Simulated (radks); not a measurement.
Excited configurations of W I: one electron is placed in a higher orbital outside [Xe] 4f14 5d4 6s1. The ground configuration is [Xe] 4f14 5d4 6s2. All-electron calculation, scalar-relativistic Kohn-Sham, LDA (Slater exchange, Perdew-Wang correlation), spin-polarised, spherical densities, finite nucleus; open shells are filled with parallel spins first (spin-orbit coupling, left out, can overturn this in heavy ions); Fermi nuclear charge, rms radius 5.3658 fm. Program: a radial shooting solver on a logarithmic mesh with Libxc functionals. Excitation = E - E(ground); binding = E(ion) - E, where the ion is the core of charge +1; n* = 1/sqrt(2 binding) in atomic units, and the quantum defect is n - n*.

outer orbital	excitation (eV)	binding (eV)	quantum defect	eigenvalue (eV)	<r> (bohr)
6d	6.289	1.669	3.145	-0.786	9.837
6f	7.309	0.650	1.424	-0.382	28.54
7p	6.097	1.861	4.296	-1.100	10.98
7d	6.938	1.020	3.347	-0.592	19.05
7f	7.488	0.470	1.619	-0.298	42.89

The Delta-SCF ionisation energy is 7.958 eV (NIST Atomic Spectra Database: 7.864 eV, measured). Self-interaction in the functional shifts the binding energies and quantum defects, so they are the method's values and not measured ones. Open shells are spherical and high-spin; term and fine-structure splittings are not resolved. Spin-orbit splitting is averaged out at the scalar-relativistic level.
